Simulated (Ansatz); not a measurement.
Ansatz (a program for electronic structure) input (CCSD(T)/def2-TZVPPD):
A basis named .json is the Basis Set Exchange file of that set.

Ansatz 0.2 input:
```yaml
crystal:
  periodic: [false, false, false]
  atoms:
    - {symbol: C, position_ang: [3.47416883, -0.09281213, 0.09175325]}
    - {symbol: C, position_ang: [2.43103620, -0.91032331, 0.01434079]}
    - {symbol: C, position_ang: [1.31988779, -0.76339131, -0.96685073]}
    - {symbol: Ge, position_ang: [-0.28660605, -0.01591240, -0.11710944]}
    - {symbol: Cl, position_ang: [-0.87177321, -1.18859820, 1.59514335]}
    - {symbol: Cl, position_ang: [-1.94797830, 0.01887614, -1.49296547]}
    - {symbol: Cl, position_ang: [0.05934720, 2.00069325, 0.55152647]}
    - {symbol: H, position_ang: [3.59133466, 0.74631274, -0.58395554]}
    - {symbol: H, position_ang: [4.24608153, -0.23547907, 0.83581216]}
    - {symbol: H, position_ang: [2.34050374, -1.73170579, 0.71733167]}
    - {symbol: H, position_ang: [1.56717218, -0.07977950, -1.77945426]}
    - {symbol: H, position_ang: [1.00261734, -1.71750170, -1.39066621]}
basis:
  gaussian:
    orbitals: def2-TZVPPD.json
magnetization: {spin_polarized: false}
correlation: {method: ccsd_t, electrons: outside_noble_gas}
```

Output:

```
Functional definition: HF
integrals: 6.39 GiB planned
2361 factors; integrals over basis functions are off by at most 8.2e-4 eV
3.48 GiB of device memory are held for the factors and their scratch space
mean field: 3.95 GiB planned
mean field evaluation 1: about -97156.5890 eV, gradient 3.8e1 eV
mean field evaluation 2: about -97156.8154 eV, gradient 3.8e1 eV
mean field evaluation 4: about -97160.8526 eV, gradient 5.2e0 eV
mean field evaluation 8: about -97160.9312 eV, gradient 3.6e-1 eV
mean field evaluation 16: about -97159.6677 eV, gradient 2.2e1 eV
mean field -97160.93242744 eV, -3570.5984086631 hartree, gradient 6.8e-6 eV, S^2 0.000000; 0 other end points of the search recorded, 0 dependent functions left out
32 core orbitals not correlated
reference -97160.93242744 eV, -3570.5984086631 hartree; 21, 21 occupied and 350, 350 virtual orbitals, 2361 factors
second order -31.97772215 eV of doubles, -0.00000000 eV of singles
coupled cluster: 34.43 GiB planned
cycle   1  -33.09063480 eV  change    -1.1e0 eV  update   1.1e-1
cycle   2  -33.81891011 eV  change   -7.3e-1 eV  update   3.3e-2
cycle   3  -33.96289481 eV  change   -1.4e-1 eV  update   1.5e-2
cycle   4  -33.95194961 eV  change    1.1e-2 eV  update   3.8e-3
cycle   5  -33.95137609 eV  change    5.7e-4 eV  update   1.5e-3
cycle   6  -33.95183970 eV  change   -4.6e-4 eV  update   4.2e-4
cycle   7  -33.95176543 eV  change    7.4e-5 eV  update   1.4e-4
cycle   8  -33.95177616 eV  change   -1.1e-5 eV  update   3.9e-5
perturbative correction -1.57698258 eV, -0.0579530409 hartree
Total energy: -97196.46118618 eV, -3571.9040664646 hartree
```
